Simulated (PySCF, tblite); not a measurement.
C6H10N2.
Bonds: C1–C2, C2–N3 (aromatic), N3–N4 (aromatic), N4–C5 (aromatic), C5–C6, C5–C7 (aromatic), C7–C8, C2–C7 (aromatic). Hydrogens: H9, H10, H11 on C1; H12 on N4; H13, H14, H15 on C6; H16, H17, H18 on C8.

Computed geometry: GFN2-xTB, gas phase.

Task: List the bond lengths and angles at this level.

Result: 
```csv
bond,length (Å),order
C1–C2,1.486,single
C2–N3,1.321,aromatic
N3–N4,1.335,aromatic
N4–C5,1.354,aromatic
C5–C6,1.486,single
C5–C7,1.381,aromatic
C7–C8,1.490,single
C2–C7,1.414,aromatic
"C1–H9, C1–H10, C1–H11",1.088,single
N4–H12,1.007,single
"C6–H13, C6–H14, C6–H15",1.089,single
"C8–H16, C8–H17, C8–H18",1.089,single
```

Bonds in one row agree within 0.01 Å and their mean is given. Orders are formal, as drawn. A selection of angles:
```csv
angle,degrees
C1–C2–N3,122.1
C1–C2–C7,127.3
N3–C2–C7,110.7
C2–N3–N4,105.9
N3–N4–C5,112.5
N4–C5–C6,122.5
N4–C5–C7,106.1
C6–C5–C7,131.4
C5–C7–C8,128.1
C2–C7–C5,104.9
C2–C7–C8,127.0
H12–N4–N3,119.9
H12–N4–C5,127.5
```

The 8 heavy atoms lie in one plane (0.001 Å rms). The 2 C–N bonds span 1.321 Å (C2–N3, aromatic) to 1.354 Å (N4–C5, aromatic), a spread of 0.033 Å. N3 (pyridine-type nitrogen) is bent (angle 105.9°). The 5-membered ring C2–N3–N4–C5–C7 has internal angles of 104.9° to 112.5° (sum 540°, against 540° for a flat polygon); it is planar, 0.00 Å rms from its mean plane, widest ring torsion 0°. N4 (pyrrole-type nitrogen) is planar (angles 127.5°, 119.9° and 112.5°, sum 360.0°, 0.00 Å off the plane of its three neighbours). Of the pairs four or more bonds apart, C6···H17 is among the closest relative to their van der Waals radii: 2.91 Å, 100 % of the sum of Bondi's values. The 5 C–C bonds span 1.381 Å (C5–C7, aromatic) to 1.490 Å (C7–C8, drawn single), a spread of 0.109 Å.

GFN2-xTB frequencies show an imaginary mode (21i cm⁻¹), so the point is no minimum at that level.
